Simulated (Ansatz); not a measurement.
**Molecular dynamics of CH10O2Si3**

Input:

```yaml
crystal:
  periodic: [false, false, false]
  atoms:
    - { symbol: C, position_ang: [0.735765, -1.454097, -2.587936] }
    - { symbol: Si, position_ang: [0.949785, -0.462166, -1.014087] }
    - { symbol: O, position_ang: [-0.547754, 0.243135, -0.656506] }
    - { symbol: Si, position_ang: [-0.659707, 1.313839, 0.656684] }
    - { symbol: O, position_ang: [-2.194849, 2.057149, 0.487584] }
    - { symbol: Si, position_ang: [-0.34898, 0.269744, 2.666088] }
    - { symbol: H, position_ang: [0.432175, -0.814616, -3.42592] }
    - { symbol: H, position_ang: [-0.027692, -2.23281, -2.469251] }
    - { symbol: H, position_ang: [1.675457, -1.947348, -2.867433] }
    - { symbol: H, position_ang: [1.381719, -1.336493, 0.062889] }
    - { symbol: H, position_ang: [1.983115, 0.54244, -1.195514] }
    - { symbol: H, position_ang: [0.277902, 2.418052, 0.52432] }
    - { symbol: H, position_ang: [-2.855252, 1.275654, 0.469242] }
    - { symbol: H, position_ang: [1.027004, -0.138469, 2.837343] }
    - { symbol: H, position_ang: [-0.678861, 1.15396, 3.760557] }
    - { symbol: H, position_ang: [-1.172726, -0.910674, 2.796241] }
basis:
  gaussian: { orbitals: STO-3G }
hamiltonian:
  xc: b3lyp
  dispersion: d4
md:
  timestep: 4.0
  n_steps: 40
  ensemble: nve
  temperature: 400.0
  initial_velocities: maxwell_boltzmann
  seed: 252725
scf:
  lower_state_search: "off"
```

Run as:

```bash
$ ansatz run input.yaml --threads 1 --pin off --max-ram 2048MiB --backend cpu --events-out ev --progress --plain --runs-dir out
```

It starts from a relaxed structure.

Output, in part (step lines, the closing report, with atoms numbered from 0):

```
md step     0: t =     0.00 fs  T =   400.0 K  F+E_penalty+E_count = -28586.09083873 eV  E_kin = 0.723856 eV  conserved = -28585.36698274 eV  (13 SCF iters)
[... lines left out ...]
Total energy: -28496.18616325 eV, -1047.2155260907 hartree
Atom 0 at    -2.853545    21.637860    -4.894048 Å, force    -0.000105     0.000743    -0.000318 eV/Å
Atom 1 at    -7.011968     0.402789    -3.401305 Å, force     0.170911     0.030266     0.030591 eV/Å
Atom 2 at    -2.978208     1.196345    -2.451298 Å, force    -0.176693    -0.029908    -0.030876 eV/Å
Atom 3 at     0.053806     3.831618     2.288052 Å, force     1.139058    -2.640720    -3.496446 eV/Å
Atom 4 at     0.455210     2.923908     1.004071 Å, force    -1.157546     2.625925     3.685983 eV/Å
Atom 5 at    -0.396520     3.690165     6.302129 Å, force     0.023056     0.014402    -0.189341 eV/Å
Atom 6 at    -8.263967    80.936962   -62.728238 Å, force     0.000035    -0.000092     0.000030 eV/Å
Atom 7 at  -136.090815  -337.239184   -30.780225 Å, force     0.000004     0.000003     0.000001 eV/Å
Atom 8 at   122.753424   -70.285574   -32.644503 Å, force    -0.000042     0.000039    -0.000005 eV/Å
Atom 9 at   -30.001144    14.514318   -10.339127 Å, force     0.001371    -0.000532     0.000591 eV/Å
Atom 10 at    64.356086    30.506015    26.505352 Å, force    -0.000177    -0.000032    -0.000021 eV/Å
Atom 11 at    52.537383     3.442960  -129.540249 Å, force    -0.000019     0.000018     0.000066 eV/Å
Atom 12 at   -67.331817   -64.400191   -20.597016 Å, force    -0.000025    -0.000064     0.000076 eV/Å
Atom 13 at   370.109666   -56.230893   153.699978 Å, force    -0.000005    -0.000001    -0.000002 eV/Å
Atom 14 at   -12.395341    39.191495    50.600588 Å, force     0.000108    -0.000161    -0.000264 eV/Å
Atom 15 at  -111.071361  -136.019276    23.835901 Å, force     0.000070     0.000112    -0.000064 eV/Å
Dipole moment:   -17.448914    32.736194     3.224938 e Å
```

The steps, from the saved trajectory:

```tsv
time (fs)	T (K)	potential energy less start (eV)	conserved less start (meV/atom)
0.0	400	0.000	0.00
4.0	469	0.902	64.15
8.0	6548	7.396	1157.62
12.0	74071	28.179	10093.59
16.0	236237	45.203	29498.98
20.0	276689	40.474	33778.59
24.0	281992	44.267	34615.46
28.0	279716	47.914	34585.94
32.0	280214	53.398	34985.07
36.0	287543	58.761	36149.17
40.0	286296	60.764	36133.28
44.0	286946	61.323	36241.76
48.0	288800	60.462	36397.57
52.0	382832	79.749	48238.28
56.0	705078	65.082	83768.46
60.0	714284	71.418	85205.68
64.0	714193	69.411	85069.90
68.0	714752	70.095	85175.96
72.0	714052	71.340	85174.54
76.0	714320	72.977	85307.14
80.0	716359	76.016	85727.75
84.0	737712	87.722	88874.47
88.0	814634	85.898	97460.58
92.0	814135	86.790	97459.85
96.0	813836	87.331	97459.79
100.0	813689	87.562	97457.69
104.0	813522	87.878	97458.54
108.0	813412	88.093	97459.55
112.0	813485	87.955	97459.09
116.0	813688	87.570	97458.06
120.0	813964	87.114	97460.73
124.0	814574	86.024	97461.64
128.0	815710	83.986	97462.72
132.0	817540	80.651	97461.29
136.0	818887	77.112	97392.42
140.0	818364	84.922	97821.37
144.0	823519	79.598	98071.65
148.0	820343	85.731	98095.85
152.0	818696	88.565	98086.70
156.0	818052	89.568	98076.54
160.0	817864	89.906	98076.33
```

The run went to its last step. The conserved energy changed by up to 98000 meV per atom, so the integration failed: the time step of 4 fs is too long for the fastest motions that this run met, and the later frames carry no physical meaning.

Parted: C1–Si2 1.87 → 21.69 Å, C1–H7 1.10 → 83.01 Å, C1–H8 1.10 → 383.69 Å, C1–H9 1.10 → 158.10 Å, Si2–O3 1.69 → 4.22 Å, Si2–H10 1.45 → 27.85 Å. It ends as C + H + H + H + H + H + H + H + H + H + H + O + OSi + Si + Si. Pairs count as bonded within 1.25 times the sum of covalent radii (0.12 Å more for H–H).

Last frame:

```xyz
16
Properties=species:S:1:pos:R:3
C -2.853 21.638 -4.894
Si -7.012 0.403 -3.401
O -2.978 1.196 -2.451
Si 0.054 3.832 2.288
O 0.455 2.924 1.004
Si -0.397 3.690 6.302
H -8.264 80.937 -62.728
H -136.091 -337.239 -30.780
H 122.753 -70.286 -32.645
H -30.001 14.514 -10.339
H 64.356 30.506 26.505
H 52.537 3.443 -129.540
H -67.332 -64.400 -20.597
H 370.110 -56.231 153.700
H -12.395 39.191 50.601
H -111.071 -136.019 23.836
```

The run took 15 min on 1 thread of Intel(R) Xeon(R) Platinum 8488C (Sapphire Rapids) (shared host), peak memory 0.24 GiB.
